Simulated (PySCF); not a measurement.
C₂H₉NOSi₂, SMILES C[SiH2]/N=C\[SiH2]O.

Geometry optimised at B3LYP-D3(BJ)/def2-SVP. The structure was generated by enumeration; whether it is a known compound was not checked. The values are those of a single conformer.

Two levels are set side by side: PBE/def2-TZVP (PySCF) and HF/def2-TZVP (PySCF). Same geometry, gas phase. Differences are taken from unrounded values.

| quantity | HF |
|---|---|
| orbital gap (eV) | 12.13 |
| highest occupied level (eV) | -9.75 |
| lowest empty level (eV) | 2.38 |
| dipole moment (D) | 0.87 |
| mean polarisability (bohr³) | 80.0 |

**Question.** What does PBE give, and how far is it from HF? (The exact figures need the calculation; the answer reports its results.)

**Answer.** 
| quantity | PBE | PBE minus HF |
|---|---|---|
| orbital gap (eV) | 2.70 | -9.43 |
| highest occupied level (eV) | -5.22 | 4.53 |
| lowest empty level (eV) | -2.52 | -4.90 |
| dipole moment (D) | 0.51 | -0.36 |
| mean polarisability (bohr³) | 91.8 | 11.7 |

Without exact exchange PBE keeps part of each electron's self-repulsion, which lifts occupied levels and narrows the gap. Loosely held outer electrons make PBE densities more polarisable. Differences between two approximate levels are no errors against the true value.

Rough cost on one machine, each run with all the roots and properties that it gave: HF against PBE about 1/3.
